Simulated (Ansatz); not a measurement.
```yaml
crystal:
  periodic: [false, false, false]
  atoms:
    - {symbol: Zn, position_ang: [-1.573471, -3.348198, -1.551007]}
    - {symbol: O, position_ang: [1.050622, -3.217154, 0.264386]}
    - {symbol: O, position_ang: [-0.282340, -1.663275, -1.385554]}
    - {symbol: Zn, position_ang: [-1.893173, -1.030343, -0.780919]}
    - {symbol: Zn, position_ang: [0.528427, -1.839129, 2.418621]}
    - {symbol: O, position_ang: [-1.222286, -0.888756, 1.100221]}
    - {symbol: O, position_ang: [-1.397657, 1.316877, -1.519068]}
    - {symbol: Zn, position_ang: [-2.172443, 2.776321, -1.331043]}
    - {symbol: Zn, position_ang: [-1.686596, 0.538083, 2.227224]}
    - {symbol: O, position_ang: [-3.263963, 0.732449, 0.606466]}
    - {symbol: Zn, position_ang: [1.643611, -1.330202, -0.728954]}
    - {symbol: O, position_ang: [1.536237, -0.473045, 1.161687]}
    - {symbol: O, position_ang: [1.607678, 0.604090, -1.604068]}
    - {symbol: Zn, position_ang: [0.100298, 2.010145, -0.541765]}
    - {symbol: Zn, position_ang: [1.212502, 1.441086, 2.184794]}
    - {symbol: O, position_ang: [-0.595927, 1.290885, 1.155065]}
    - {symbol: Zn, position_ang: [3.451443, 0.384523, -1.502294]}
    - {symbol: O, position_ang: [2.443837, 2.365744, 0.485780]}
    - {symbol: H, position_ang: [-1.069458, -3.926141, -0.063040]}
    - {symbol: H, position_ang: [-1.705763, -3.733575, -2.725110]}
    - {symbol: H, position_ang: [0.053810, -3.156647, 0.441041]}
    - {symbol: H, position_ang: [1.479704, -3.717784, 0.640501]}
    - {symbol: H, position_ang: [-0.006876, -1.481201, -2.404616]}
    - {symbol: H, position_ang: [-2.733746, -2.205990, -1.253097]}
    - {symbol: H, position_ang: [0.284949, -2.228668, 3.732256]}
    - {symbol: H, position_ang: [-1.702109, -1.881609, 1.450457]}
    - {symbol: H, position_ang: [-1.319327, 0.578426, -2.304468]}
    - {symbol: H, position_ang: [-2.807341, 3.524526, -2.767938]}
    - {symbol: H, position_ang: [-2.795466, 2.854739, -0.069637]}
    - {symbol: H, position_ang: [-2.434110, 0.475709, 3.935518]}
    - {symbol: H, position_ang: [-3.801835, 0.619908, 0.499331]}
    - {symbol: H, position_ang: [-3.116521, 1.656900, 0.171820]}
    - {symbol: H, position_ang: [2.973505, -1.319538, -1.007466]}
    - {symbol: H, position_ang: [2.841643, -0.503814, 1.141988]}
    - {symbol: H, position_ang: [1.317401, 0.517172, -2.413743]}
    - {symbol: H, position_ang: [-0.267438, 3.390487, -0.980032]}
    - {symbol: H, position_ang: [1.693495, 1.602305, 3.662312]}
    - {symbol: H, position_ang: [-0.651792, 2.510045, 1.611195]}
    - {symbol: H, position_ang: [3.703751, 0.733961, 0.025647]}
    - {symbol: H, position_ang: [4.300298, 0.576056, -2.812611]}
    - {symbol: H, position_ang: [3.104741, 1.640669, -0.096508]}
    - {symbol: H, position_ang: [2.601971, 3.235959, 0.613977]}
basis:
  gaussian: {orbitals: 6-31G}
hamiltonian: {xc: {name: revPBE0}, dispersion: d3bj}
scf: {omitted_lower_state_checks: [starts]}
```

```sh
$ ansatz run in.yaml --threads 2 --pin off --events-out ev --progress --plain --max-ram 32768MiB --backend cuda --devices 0, --max-vram 18GiB
```

It prints (some lines left out):

```
Functional definition: revPBE0
4048 factors; integrals over basis functions are off by at most 4.1e-4 eV
mean field evaluation 1: about -454401.2302 eV, gradient 1.6e2 eV
mean field evaluation 2: about -454291.6716 eV, gradient 2.9e2 eV
mean field evaluation 4: about -454441.4136 eV, gradient 2.3e1 eV
mean field evaluation 8: about -454442.3314 eV, gradient 3.6e-1 eV
mean field evaluation 16: about -454443.7481 eV, gradient 7.1e-3 eV
mean field -454443.74811905 eV, -16700.4997103392 hartree, gradient 2.1e-5 eV, S^2 0.000000; 0 other end points of the search recorded, 0 dependent functions left out
reference -454443.74822721 eV, -16700.4997143141 hartree; 183, 183 occupied and 207, 207 virtual orbitals, 4048 factors
Total energy: -454447.87585296 eV, -16700.6514017623 hartree
Checks for a lower state left out: starts
```

Hardware: 2 threads of AMD EPYC 7R13 on a shared host and a share (18 GiB) of an NVIDIA H100 80GB HBM3. Wall time 9 s, peak host memory 1.1 GiB.

The 6-31G sets use Cartesian d functions.
